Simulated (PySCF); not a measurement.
Computed with TPSSh-D3(BJ)/def2-TZVP // CAM-B3LYP-D3(BJ)/def2-TZVP run with PySCF. All species are isolated molecules in the gas phase. Delta-SCF ions had no search for a lower state. Excitations are Tamm–Dancoff values on a coarser integration grid. The basis has no diffuse functions, so Rydberg states are missing or too high.

Reference species (SMILES): `F/[SiH]=[SiH]/Cl` (neutral, multiplicity 1).

```json
{
  "T1 excitation (TDA)": "1.28 eV",
  "vertical ionisation energy (Delta-SCF)": "8.24 eV",
  "HOMO–LUMO gap": "2.87 eV",
  "HOMO": "-5.92 eV"
}
```

Changed species: `F/[SiH]=[SiH]\Cl`.

Problem. What does the change do to the T1 excitation (TDA), vertical ionisation energy (Delta-SCF), HOMO–LUMO gap and HOMO?

Solution. the T1 excitation (TDA) goes up by 0.08 eV, to 1.36 eV; the vertical ionisation energy (Delta-SCF) increases by 0.05 eV, to 8.29 eV; the HOMO–LUMO gap goes up by 0.09 eV, to 2.96 eV; the HOMO falls by 0.06 eV, to -5.98 eV.
